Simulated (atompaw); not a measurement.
## carbon (C): PAW (atompaw) pseudisation with PBE, scalar-relativistic reference atom.

carbon, PAW, made with atompaw 4.2.0.5 (PBE, scalar-relativistic). Core none, reference 1s2 2s2 2p1.5 (charge +0.5). Waves: 1s (bound): rc 0.34 bohr; 2s (bound): rc 0.56 bohr; 2p (bound): rc 2.54 bohr; 2p channel at 0.75 Ry: rc 2.54 bohr; 3d channel at 0.45 Ry: rc 2.54 bohr. Local part: bessel scheme, radius 2.44 bohr. Core correction: none. Augmentation charge: sinc compensation charge, radius 1.84 bohr; PAW radius 2.54 bohr; waves and projectors: custom rrkj gramschmidtortho.

All-electron outer shells of the reference configuration (PBE, scalar-relativistic, ld1.x):

```
shell  level (eV)  outermost node (bohr)  outermost maximum (bohr)
   1s     -280.20                      –                      0.17
   2s      -19.38                   0.38                      1.20
   2p      -10.72                      –                      1.16
```

(1) What does a ghost test show?

(2) Is the overlap operator S = 1 + Σ q|β⟩⟨β| positive definite (Bessel basis up to 400 Ry)?

## Answers

(1) No extra level below or beside the all-electron valence levels (s, p, d, f tested).

(2) Yes: its lowest eigenvalue is 0.20 (p channel).
